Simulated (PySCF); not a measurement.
`OC[C@]1(Cl)C=C1F`, C$_{4}$H$_{4}$ClFO

Geometry:
```
atom   x (Å)   y (Å)   z (Å)
  O1  -1.538  -1.146  -0.889
  C2  -0.871   0.058  -0.636
  C3   0.009  -0.031   0.610
 Cl4   1.448   1.021   0.488
  C5   0.101  -1.301   1.425
  C6  -0.538  -0.295   1.952
  F7  -1.226   0.199   2.955
  H8  -2.179  -1.319  -0.189
  H9  -1.571   0.900  -0.540
 H10  -0.237   0.233  -1.508
 H11   0.493  -2.286   1.472
```

Level of theory: TDDFT LC-wPBE/def2-SVPD circular dichroism and optical rotation, one conformer, gas phase (PySCF 2.14.0). Geometry: GFN2-xTB, dihedral held. The dihedral O1–C2–C3–C5 is held at 0°.

Problem. What are the CIP labels of the stereocentres?

Solution. C3 R.

Problem. List the lowest 8 singlet excitations with oscillator and rotatory strengths.

Solution. Rotatory strengths R in 10⁻⁴⁰ esu² cm², velocity form and length form (origin at the centre of mass); f in length form.
| state | E (eV) | λ (nm) | f | R (velocity) | R (length) | main |
| --- | --- | --- | --- | --- | --- | --- |
| 1 | 7.00 | 177 | 0.002 | +9.7 | +8.2 | HOMO−1→LUMO+1 0.68, HOMO→LUMO+1 0.09 |
| 2 | 7.32 | 169 | 0.079 | -52.2 | -53.3 | HOMO→LUMO+1 0.66 |
| 3 | 7.56 | 164 | 0.007 | -13.7 | -13.5 | HOMO→LUMO 0.58 |
| 4 | 7.59 | 163 | 0.010 | -9.2 | -8.7 | HOMO−2→LUMO+1 0.21, HOMO−1→LUMO+2 0.20 |
| 5 | 7.72 | 161 | 0.007 | +4.9 | +4.1 | HOMO−2→LUMO+1 0.30, HOMO−1→LUMO+2 0.18 |
| 6 | 7.86 | 158 | 0.030 | +9.6 | +10.1 | HOMO−2→LUMO 0.39, HOMO−3→LUMO 0.13 |
| 7 | 8.06 | 154 | 0.005 | -3.8 | -2.9 | HOMO−2→LUMO+2 0.27, HOMO−5→LUMO+1 0.10 |
| 8 | 8.29 | 149 | 0.006 | -37.0 | -34.8 | HOMO−1→LUMO 0.54 |

Among the states computed, the strongest CD band (largest |R|) is state 2. The largest dissymmetry factor in size, g = 4R/(D+G), with D and G the electric and magnetic dipole strengths, is -0.067 for state 8 (velocity form, f = 0.007), among bands with |R| over 0.5. The mirror image has the same energies and oscillator strengths and all R with the opposite sign.
